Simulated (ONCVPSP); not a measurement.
# What the settings do to the ONCV potential of platinum (Pt)

Base potential:

platinum (Pt), optimised norm-conserving Vanderbilt (ONCV), made with ONCVPSP 4.0.1 (PBEsol, scalar-relativistic). Core [Kr] 4d10 4f14, reference 5s2 5p6 5d9 6s1. Waves: 5s+6s: rc 1.65 bohr, ncon 4, nbas 7, qcut 9.1 1/bohr, 3 projectors, debl 1.4 Ha; 5p: rc 1.55 bohr, ncon 4, nbas 7, qcut 10.5 1/bohr, 1 projector; 5d: rc 1.45 bohr, ncon 4, nbas 7, qcut 6.4 1/bohr, 3 projectors, debl 0.4 Ha. Local part: polynomial inside 1.15 bohr (lpopt 5, dvloc0 0 Ha). Core correction: Teter function, fcfact 3, rcfact 1.35.

Cutoffs, loose and tight: the cutoffs (Ha) at which the residual kinetic energy of the hardest occupied pseudo-wave falls to 1 and 0.1 mHa per electron. They do not see the model core or the augmentation charge, which bear on the density cutoff. Test errors are all-electron minus pseudo excitation energies from the reference, over the configurations 5s2 5p6 5d9 6s0; 5s2 5p6 5d8 6s0; 5s2 5p6 5d7 6s0; 5s2 5p6 5d9 6s0.5. A dash means not determined; rows that change the core or the reference have their own tests.

A true bound ghost makes a file unfit for plane-wave use even where its test errors are small: the radial tests pick states by their node count and pass the ghost by.

```tsv
change	outcome	cutoff, loose	cutoff, tight	bound ghosts	GHOST(+) flags above zero	largest test error (meV)
base	generated	32 Ha	39 Ha	d	s	-14
all radii but the core radius scaled by about 0.89 (s 1.48, p 1.38, d 1.30 bohr); local potential polynomial inside 1.02 bohr (lpopt 5, dvloc0 0 Ha)	generated	38 Ha	44 Ha	d	s	-13
local potential polynomial inside 1.15 bohr (lpopt 5, dvloc0 0.5 Ha)	generated	32 Ha	39 Ha	d	s	-14
non-relativistic	generated	33 Ha	39 Ha	d	s	+0.7
local potential polynomial inside 1.30 bohr (lpopt 4, dvloc0 0 Ha)	generated	32 Ha	39 Ha	d	s	-15
s: qcut 12.1	failed: ERROR pspot: first pseudo wave function has node, program will stop	–	–	–	–	–
core correction Teter function, fcfact 3, rcfact 2.1	generated	32 Ha	39 Ha	d	s	-169
d: ncon 5, nbas 8	generated	32 Ha	39 Ha	d	s	-14
```
